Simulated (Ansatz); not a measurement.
Relaxation of InCl2Br (InBrCl₂) with RKS r2SCAN-D4/def2-SVP.

```sh
$ ansatz run in.yaml --threads 4 --pin off --events-out ev --progress --plain --max-ram 3916MiB
```

```yaml
crystal:
  periodic: [false, false, false]
  atoms:
    - {symbol: In, position_ang: [0.033350, 0.053410, 0.001090]}
    - {symbol: Cl, position_ang: [2.324990, -0.011360, 0.011690]}
    - {symbol: Cl, position_ang: [-1.126150, 2.035730, -0.018410]}
    - {symbol: Br, position_ang: [-1.232190, -2.077780, 0.005630]}
basis:
  gaussian: {orbitals: def2-SVP}
hamiltonian: {xc: r2scan, dispersion: d4}
scf: {omitted_lower_state_checks: [starts]}
output: {orbitals: {seedname: orbitals}}
relax: {f_tol: 0.02, max_steps: 100}
```

Hardware: 4 threads of Intel Xeon on a shared host. Wall time 43 s.

Positions (Å) and forces (eV/Å) at steps 1, 2, 4 of 4:

```xyz
4
step=1 energy=-100253.5392 eV
In    0.033    0.053    0.001   -0.452   -0.651   -0.001
Cl    2.325   -0.011    0.012    0.537    0.029    0.003
Cl   -1.126    2.036   -0.018   -0.200    0.429   -0.003
Br   -1.232   -2.078    0.006    0.115    0.193    0.001
4
step=2 energy=-100253.5595 eV
In    0.015    0.025    0.000    0.079    0.128   -0.002
Cl    2.347   -0.004    0.012   -0.066    0.031    0.000
Cl   -1.130    2.056   -0.018    0.058   -0.039    0.001
Br   -1.233   -2.077    0.006   -0.070   -0.120    0.001
4
step=4 energy=-100253.5615 eV
In    0.010    0.016    0.000    0.000    0.000    0.000
Cl    2.338    0.019    0.012    0.001    0.000    0.000
Cl   -1.105    2.060   -0.018   -0.001    0.001    0.000
Br   -1.243   -2.095    0.006    0.000   -0.001    0.000
```

In the def2 sets In takes a core potential; there is no spin–orbit coupling.
